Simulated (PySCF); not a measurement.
Species: C6H10FN.
Structure used (GFN2-xTB), in Å, numbered top down from 1:
```
atom  x, y, z in Å
C1     2.3387   -0.7615   -0.2098
N2     1.7476   -0.3875    1.0456
C3     0.6204    0.1499    1.1347
C4    -0.3559    0.5196    0.0332
C5    -0.9916    1.8767    0.3351
C6    -1.3960   -0.5590   -0.0133
C7    -1.5046   -1.4695   -0.9636
F8    -0.6790   -1.5019   -2.0287
H9     2.6270    0.1256   -0.7793
H10    1.6710   -1.3638   -0.8294
H11    3.2366   -1.3374    0.0124
H12    0.2805    0.3765    2.1409
H13    0.1689    0.5616   -0.9249
H14   -1.5193    1.8486    1.2865
H15   -1.7001    2.1437   -0.4463
H16   -0.2255    2.6472    0.3867
H17   -2.0911   -0.6002    0.8111
H18   -2.2364   -2.2622   -1.0026
```

Computed with TDDFT PBE0/def2-SVPD, vertical, gas phase, core orbitals frozen in the response (PySCF 2.14.0, density-fitted response routines). GFN2-xTB frequencies show an imaginary mode (34i cm⁻¹), so this geometry is no minimum at that level.

Ground-to-excited transition dipoles (e·a0, same axes as the geometry; the sign carries no meaning), for the states with f of 0.002 or more among the lowest 8:

```tsv
state	E (hartree)	μx	μy	μz
S1	0.1659	-0.167	-0.098	-0.162
S2	0.2303	0.244	0.165	-0.049
S3	0.2309	0.181	0.093	-0.010
S4	0.2353	0.605	0.482	0.582
S5	0.2509	0.127	-0.101	-0.025
S7	0.2603	-0.796	0.245	0.014
S8	0.2638	-0.173	0.131	-0.100
```

Problem. What oscillator strength does each state have?

Solution. f = (2/3) ΔE |μ|² with ΔE in hartree (27.2114 eV).

| state | \|μ\|² (au) | \|μ\| (D) | f |
| --- | --- | --- | --- |
| S1 | 0.064 | 0.64 | 0.007 |
| S2 | 0.089 | 0.76 | 0.014 |
| S3 | 0.041 | 0.52 | 0.006 |
| S4 | 0.938 | 2.46 | 0.147 |
| S5 | 0.027 | 0.42 | 0.005 |
| S7 | 0.694 | 2.12 | 0.120 |
| S8 | 0.057 | 0.61 | 0.010 |

Problem. What angle do the transition dipoles of S2 and S8 make?

Solution. |cos θ| = |μa·μb| / (|μa| |μb|) = 0.22, so θ ≈ 77° (taken between 0 and 90°, since the signs are arbitrary).

Problem. How is the summed strength of these states shared among x, y and z?

Solution. (2/3) Σ ΔE μα² gives 0.193 for x, 0.058 for y and 0.058 for z, 0.309 in all.

Problem. What peak molar absorption coefficient would the strongest computed level give as a lone Gaussian band 0.5 eV wide at half height?

Solution. ε(max) = 2.175×10⁸ f / FWHM, with the width in cm⁻¹. S4: 2.175×10⁸ × 0.1471 / 4033 ≈ 7900 L mol⁻¹ cm⁻¹.

Hardware: an Arm Neoverse N1 with one thread, on a shared host. Cost: 99 s wall (with the writing of density and orbital grids), 0.98 GiB resident at most.

One conformer stands for the species.
